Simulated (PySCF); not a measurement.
## How methods differ on the ionisation energy of Pb

Pb [Xe] 4f14 5d10 6s2 6p2 [6p1/2^2, M_J = 0] → Pb⁺ [Xe] 4f14 5d10 6s2 6p1 [6p1/2^1, M_J = 1/2], as a difference of total energies. Calculation: PySCF 2.14, in x2c-SVPall-2c with one added diffuse shell each of s, p type (8s12p7d2f, 93 functions); the two-component X2C-1e Hamiltonian. Correlated levels: [Kr] 4d10 4f14 frozen; the 22 highest virtual spinors dropped. "Screened" scales the spin-orbit matrix elements by Boettger's factors to mimic the two-electron term; Breit and QED terms are absent.

| method | ionisation energy (eV) |
| --- | --- |
| GHF (spin-free) | 6.506 |
| GMP2 (spin-free) | 6.838 |
| GHF (screened spin-orbit) | 6.466 |
| GMP2 (screened spin-orbit) | 6.944 |

The spin-free rows relax to the high-spin LS determinant and lack the spin-orbit shift.

Errors of the correlated levels include the incompleteness of this basis and the frozen core.

The labels give the starting determinants; with spin-orbit coupling the two ends relaxed to ⟨J²⟩ = 0.00, ⟨L²⟩ = 1.51, ⟨S²⟩ = 1.51 and ⟨J²⟩ = 0.76, ⟨L²⟩ = 2.21, ⟨S²⟩ = 0.94.

Task: Which method comes closest to the reference value, and which is furthest?

Result: The reference is 7.417 eV (measured; NIST Atomic Spectra Database, ionization energies). Closest: GMP2 (screened spin-orbit) (error -0.473 eV); furthest: GHF (screened spin-orbit) (error -0.951 eV).
